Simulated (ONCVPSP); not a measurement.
**barium: one change to an ONCV potential, before and after**

```
Element                 : barium (Ba)
Generator               : ONCVPSP 4.0.1
Type                    : optimised norm-conserving Vanderbilt (ONCV)
Functional              : PBE
Relativity              : scalar-relativistic
Frozen core             : [Xe]
Valence charge          : 2
Reference configuration : 6s1.5 6p0.5
Partial waves           : 6s: rc 3.50 bohr, ncon 4, nbas 7, qcut 1.6 1/bohr, local; 6p: rc 4.00 bohr, ncon 4, nbas 7, qcut 1.7 1/bohr, 2 projectors, debl 1.9 Ha; d scattering state at 0.36 Ha: rc 3.50 bohr, ncon 3, nbas 8, qcut 3.1 1/bohr, 1 projector
Local potential         : the s channel
Core correction         : polynomial model core, fcfact 0.25
```

In the d channel the program set the typed energies aside and used -0.090 Ha.

Change: functional LDA (Perdew-Wang 92). In the d channel the program set the typed energies aside and used -0.094 Ha.

Cutoffs: the cutoffs (Ha) at which the residual kinetic energy of the hardest occupied pseudo-wave falls to 1 and 0.1 mHa per electron; they do not see the model core or the augmentation charge, which bear on the density cutoff. Errors are all-electron minus pseudo energies relative to the spin-unpolarised reference configuration.

**Question.** How do hardness, ghosts and transferability respond?

**Answer.** The potential gets neither clearly harder nor softer (1.1 Ha and 7.5 Ha → 1.3 Ha and 7.5 Ha); of the 4 tests that both files solve, the error grows in 2 and shrinks in 0 by more than 15 % and 0.3 meV (median size 1.1 → 1.3 meV); neither file shows a bound ghost.

| quantity | base | changed |
| --- | --- | --- |
| cutoff, loose | 1.1 Ha | 1.3 Ha |
| cutoff, tight | 7.5 Ha | 7.5 Ha |
| loose cutoff by channel | s 1.1 Ha, p 0.8 Ha | s 1.3 Ha, p 0.7 Ha |
| bound ghosts | none | none |
| GHOST(+) flags under 300 eV | none | none |
| error for 6s2 6p0, meV [ΔE -1.00 → -1.05 eV] | -0.8 | -1.1 |
| error for 6s1 6p0, meV [ΔE 4.36 → 4.49 eV] | +1.4 | -1.4 |
| error for 6s1.5 6p0, meV [ΔE 1.13 → 1.16 eV] | -0.4 | -0.2 |
| error for 6s0 6p2, meV [ΔE 3.14 → 3.32 eV] | -3.2 | -12 |
| s: phases at 3.54 bohr within 0.05 rad from the reference energy up to (Ha; the scan ends near 5) | 0.5 | 0.5 |
| p: phases at 4.07 bohr within 0.05 rad from the reference energy up to (Ha; the scan ends near 5) | 1.0 | 1.0 |
| d: phases at 3.54 bohr within 0.05 rad from the reference energy up to (Ha; the scan ends near 5) | 0.3 | 0.3 |
| rms error of d²Exc/dni dnj with the model core, mHa | 0.70 | 0.43 |

Base: The cutoffs count occupied waves only; projector 2 of the p channel, the hardest unoccupied one, needs 10 Ha at the loose tolerance. Changed file: The cutoffs count occupied waves only; projector 2 of the p channel, the hardest unoccupied one, needs 9 Ha at the loose tolerance.
